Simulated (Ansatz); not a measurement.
Relaxation of CH₅BO₂S (10 atoms, charge 0, multiplicity 1), to a largest force component of 0.015 eV/Å in at most 40 steps.

The calculation used RKS LDA/6-31G* (Ansatz).

```xyz
10
Properties=species:S:1:pos:R:3
O -1.113 0.146 -2.167
B 0.086 0.440 -1.471
S 0.911 -0.956 -0.547
C 0.165 -0.623 1.045
O 0.502 0.587 1.568
H -1.869 0.397 -1.513
H 0.599 1.522 -1.484
H -0.971 -0.602 0.887
H 0.325 -1.440 1.802
H -0.316 1.156 1.453
```

Q: Where does it end, and by what steps?

A: The run converged. After 24 steps the energy has fallen by 2.089 eV; O1 moved furthest, 1.47 Å.

```csv
step,energy less start (eV),largest force component (eV/Å),accepted
0,0.0000,2.621,yes
1,-0.3840,1.965,yes
2,-0.7300,1.404,yes
3,-0.9803,1.767,yes
4,-1.2038,1.114,yes
5,-1.4168,0.644,yes
6,-1.5525,0.739,yes
7,-1.6807,0.824,yes
8,-1.7762,0.633,yes
9,-1.8451,0.335,yes
10,-1.8836,0.860,yes
11,-1.8761,0.672,no
12,-1.9146,0.282,yes
13,-1.9210,0.140,yes
14,-1.9262,0.067,yes
15,-1.9402,0.302,yes
16,-1.9612,0.487,yes
17,-1.9851,0.626,yes
18,-2.0498,0.506,yes
19,-2.0644,0.578,yes
20,-2.0764,0.403,yes
21,-2.0883,0.121,yes
22,-2.0887,0.032,yes
23,-2.0894,0.015,yes
24,-2.0894,0.012,yes
```

```xyz
10
Properties=species:S:1:pos:R:3
O -1.078 0.821 -0.857
B 0.098 0.392 -1.428
S 1.196 -0.627 -0.466
C 0.169 -0.740 1.099
O -0.186 0.473 1.628
H -1.600 1.385 -1.462
H 0.399 0.702 -2.557
H -0.696 -1.384 0.833
H 0.806 -1.273 1.826
H -0.790 0.879 0.958
```

Time of the run: 60 s on 1 thread of Arm Neoverse V1, with other jobs on the host, peak memory 0.14 GiB.
